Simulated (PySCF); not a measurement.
IrO₄, SMILES [O]=[Ir+](=[O])(=[O])=[O], charge +1, multiplicity 1. Atoms are numbered in the order given.

```xyz
5

Ir     0.0000     0.0000     0.0000
O     -0.9706     0.9706    -0.9706
O      0.9706     0.9706     0.9706
O      0.9706    -0.9706    -0.9706
O     -0.9706    -0.9706     0.9706
```
Charge +1, spin multiplicity 1.

Coordinates come from a PBE0-D3(BJ)/def2-SVP optimisation. The spin state was assumed, not searched. The def2 effective core potentials stand for the cores of Ir; spin–orbit coupling is left out.

The numbers are results of PBE/def2-TZVP in PySCF, not measurements.

Isolated molecule, no solvent.

The total energy comes out as -404.71568 hartree and the point group comes out as Td. The highest occupied level comes out as -16.19 eV and the lowest empty level is -12.87 eV. The orbital gap is 3.32 eV and the dipole moment about the centre of nuclear charge is 0.00 D. The mean static polarisability is 42.6 bohr³ (6.31 Å³). The polarisability, principal values comes out as 42.6, 42.6, 42.6 bohr³.
